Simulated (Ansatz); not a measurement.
F₃H₂Si₂ (`F[Si](F)(F)[SiH2]`) radical. The species carries charge 0 and has multiplicity 2. All single points use the PBE0-D4/def2-TZVP geometry.

```xyz
7

F    -0.718   -1.462    1.387
Si   -0.061   -0.915    0.058
F    -1.019   -1.336   -1.128
F     1.297   -1.694   -0.160
Si    0.332    1.356    0.228
H    -0.887    2.137    0.555
H     1.056    1.913   -0.941
```

Task: What is the dipole moment at ωB97M-V/def2-TZVPP? (Estimate.)

Result: Ansatz gave: 2.10 D, with components (0.37, 2.06, 0.18) D in this frame, pointing from negative to positive charge.

Task: And with PBE, r2SCAN, B3LYP? (Estimate.)

Result: The calculation gave: PBE 1.94 D, r2SCAN 1.99 D, B3LYP 2.10 D.

Task: Give the Mulliken charges with ωB97M-V, PBE, B3LYP in def2-TZVPP. (Best estimate.)

Result: The calculation gave: 
```
atom  ωB97M-V    PBE  B3LYP
  F1    -0.28  -0.25  -0.29
 Si2     0.87   0.79   0.91
  F3    -0.28  -0.25  -0.29
  F4    -0.28  -0.25  -0.29
 Si5    -0.06  -0.02   0.02
  H6     0.02  -0.01  -0.02
  H7     0.02  -0.01  -0.02
```

B3LYP here is the variant with VWN-RPA as its local correlation; programs differ in this.
